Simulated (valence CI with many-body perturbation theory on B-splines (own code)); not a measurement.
Energy levels of Sm11+

Computed by valence CI with perturbative core correlation (CI+MBPT): five valence electrons over a frozen Dirac-Fock core [Kr] 4d10, a basis of 7 s, 7 p, 7 d, 7 f, 4 g, 2 h functions for each j, with the one-electron correlation potential Σ1, the two-electron term Σ2, the three-electron term Σ3, Breit, model QED; selected CI, second order for the rest, scaled by the run's own slope (own B-spline code, finite nucleus).

No measured spectrum was set against this ion. As an estimate, terms of the open shell hold to a few per cent of their energy, and close levels can change places. Among the levels kept, up to 2300 cm⁻¹ of a level comes from second order outside the variational space, and about a tenth of that is noise between levels of different J, which matters for small intervals.

Levels 46 to 90 of 233, with energies above the lowest level, (4f5/2^3 5s^2) J=9/2. "Leading %" is the weight of the configuration and term that name the level; weights of strongly mixed levels are sums over their largest components and can fall short. In the jj column 3d3/2^4 stands for four electrons in 3d with j = 3/2. Lifetimes count E1, E2, E3, M1 and M2 decay at the calculated energies, and are blank where another channel may lead or the interval is too uncertain; long ones can be off by a factor of two.

| No. | Configuration | Term | J | E (cm⁻¹) | Leading % | Leading jj | Lifetime |
| --- | --- | --- | --- | --- | --- | --- | --- |
| 46 | 4f²5s²5p | ⁴H° | 13/2 | 69494 | 38 | 4f7/2^2 5s^2 5p1/2 (69 %) | 44.4 ms |
| 47 | 4f²5s²5p | ²D° | 5/2 | 69704 | 30 | 4f5/2 4f7/2 5s^2 5p1/2 (89 %) | 151 ms |
| 48 | 4f²5s²5p | ²G° | 9/2 | 70578 | 30 | 4f5/2 4f7/2 5s^2 5p1/2 (85 %) | 46.2 ms |
| 49 | 4f²5s²5p | ⁴D° | 7/2 | 73644 | 34 | 4f5/2 4f7/2 5s^2 5p1/2 (74 %) | 54.8 ms |
| 50 | 4f³5s² | ²G° | 9/2 | 73723 | 92 | 4f5/2 4f7/2^2 5s^2 (58 %) | 84.4 ms |
| 51 | 4f³5s² | ²G° | 7/2 | 75322 | 70 | 4f5/2 4f7/2^2 5s^2 (39 %) | 108 ms |
| 52 | 4f²5s²5p | ²F° | 7/2 | 77143 | 31 | 4f7/2^2 5s^2 5p1/2 (68 %) | 56.8 ms |
| 53 | 4f²5s²5p | ²H° | 9/2 | 79775 | 40 | 4f7/2^2 5s^2 5p1/2 (88 %) | 21.4 ms |
| 54 | 4f²5s²5p | ²F° | 5/2 | 86418 | 55 | 4f5/2 4f7/2 5s^2 5p1/2 (56 %) | 16.9 ms |
| 55 | 4f²5s²5p | ²P° | 3/2 | 86473 | 42 | 4f5/2 4f7/2 5s^2 5p1/2 (50 %) | 54.5 ms |
| 56 | 4f²5s²5p | ²S° | 1/2 | 90266 | 36 | 4f5/2 4f7/2 5s^2 5p1/2 (90 %) | 38.1 ms |
| 57 | 4f²5s²5p | ⁴D° | 1/2 | 90397 | 57 | 4f5/2^2 5s^2 5p1/2 (61 %) | 24.6 ms |
| 58 | 4f²5s²5p | ⁴D° | 3/2 | 93617 | 61 | 4f5/2 4f7/2 5s^2 5p1/2 (61 %) | 16.4 ms |
| 59 | 4f²5s²5p | ²I° | 11/2 | 93732 | 60 | 4f5/2 4f7/2 5s^2 5p1/2 (74 %) | 26.7 ms |
| 60 | 4f²5s²5p | ²K° | 13/2 | 94050 | 50 | 4f5/2 4f7/2 5s^2 5p1/2 (69 %) | 20.7 ms |
| 61 | 4f²5s²5p | ²D° | 5/2 | 95824 | 35 | 4f7/2^2 5s^2 5p1/2 (67 %) | 14.9 ms |
| 62 | 4f²5s²5p | ⁴S° | 3/2 | 97369 | 53 | 4f7/2^2 5s^2 5p1/2 (52 %) |  |
| 63 | 4f³5s² | ²F° | 7/2 | 103500 | 95 | 4f5/2^2 4f7/2 5s^2 (52 %) |  |
| 64 | 4f³5s² | ²F° | 5/2 | 105810 | 96 | 4f5/2 4f7/2^2 5s^2 (84 %) |  |
| 65 | 4f²5s²5p | ⁴H° | 9/2 | 106540 | 35 | 4f5/2^2 5s^2 5p3/2 (77 %) | 754 μs |
| 66 | 4f²5s²5p | ²G° | 7/2 | 106760 | 37 | 4f5/2^2 5s^2 5p3/2 (89 %) | 778 μs |
| 67 | 4f²5s²5p | ⁴H° | 11/2 | 109020 | 45 | 4f5/2 4f7/2 5s^2 5p3/2 (69 %) | 742 μs |
| 68 | 4f²5s²5p | ²H° | 9/2 | 111520 | 33 | 4f5/2 4f7/2 5s^2 5p3/2 (92 %) | 788 μs |
| 69 | 4f²5s²5p | ⁴I° | 13/2 | 112610 | 56 | 4f5/2 4f7/2 5s^2 5p3/2 (64 %) | 748 μs |
| 70 | 4f²5s²5p | ⁴G° | 11/2 | 113660 | 51 | 4f5/2 4f7/2 5s^2 5p3/2 (49 %) | 805 μs |
| 71 | 4f²5s²5p | ⁴G° | 5/2 | 115460 | 75 | 4f5/2^2 5s^2 5p3/2 (79 %) | 654 μs |
| 72 | 4f²5s²5p | ⁴F° | 3/2 | 116790 | 52 | 4f5/2^2 5s^2 5p3/2 (68 %) | 762 μs |
| 73 | 4f²5s²5p | ⁴I° | 15/2 | 117650 | 97 | 4f7/2^2 5s^2 5p3/2 (79 %) | 770 μs |
| 74 | 4f²5s²5p | ⁴G° | 7/2 | 118880 | 49 | 4f5/2 4f7/2 5s^2 5p3/2 (87 %) | 707 μs |
| 75 | 4f²5s²5p | ⁴F° | 5/2 | 119280 | 48 | 4f5/2 4f7/2 5s^2 5p3/2 (50 %) | 722 μs |
| 76 | 4f²5s²5p | ⁴D° | 1/2 | 120100 | 85 | 4f5/2^2 5s^2 5p3/2 (68 %) | 692 μs |
| 77 | 4f²5s²5p | ⁴F° | 7/2 | 120120 | 42 | 4f5/2 4f7/2 5s^2 5p3/2 (73 %) | 715 μs |
| 78 | 4f²5s²5p | ²I° | 11/2 | 120930 | 64 | 4f5/2^2 5s^2 5p3/2 (62 %) | 604 μs |
| 79 | 4f²5s²5p | ⁴F° | 9/2 | 122760 | 41 | 4f5/2 4f7/2 5s^2 5p3/2 (86 %) | 691 μs |
| 80 | 4f²5s²5p | ²G° | 9/2 | 123420 | 39 | 4f7/2^2 5s^2 5p3/2 (69 %) | 723 μs |
| 81 | 4f²5s²5p | ⁴D° | 3/2 | 123890 | 69 | 4f5/2 4f7/2 5s^2 5p3/2 (80 %) | 690 μs |
| 82 | 4f²5s²5p | ⁴G° | 7/2 | 124090 | 33 | 4f5/2 4f7/2 5s^2 5p3/2 (63 %) | 665 μs |
| 83 | 4f²5s²5p | ²I° | 13/2 | 124550 | 69 | 4f7/2^2 5s^2 5p3/2 (49 %) | 641 μs |
| 84 | 4f²5s²5p | ⁴G° | 11/2 | 124970 | 80 | 4f7/2^2 5s^2 5p3/2 (58 %) | 670 μs |
| 85 | 4f²5s²5p | ²P° | 1/2 | 125830 | 86 | 4f7/2^2 5s^2 5p3/2 (36 %) |  |
| 86 | 4f²5s²5p | ²F° | 5/2 | 126360 | 31 | 4f5/2 4f7/2 5s^2 5p3/2 (77 %) | 706 μs |
| 87 | 4f²5s²5p | ²G° | 9/2 | 126620 | 65 | 4f5/2 4f7/2 5s^2 5p3/2 (56 %) | 644 μs |
| 88 | 4f²5s²5p | ²F° | 5/2 | 129330 | 69 | 4f5/2 4f7/2 5s^2 5p3/2 (58 %) | 622 μs |
| 89 | 4f²5s²5p | ²G° | 7/2 | 129660 | 49 | 4f5/2 4f7/2 5s^2 5p3/2 (42 %) | 587 μs |
| 90 | 4f²5s²5p | ²H° | 11/2 | 130040 | 70 | 4f7/2^2 5s^2 5p3/2 (60 %) | 648 μs |

Where two levels of one J and parity lie close, their mixing, g and order are uncertain.
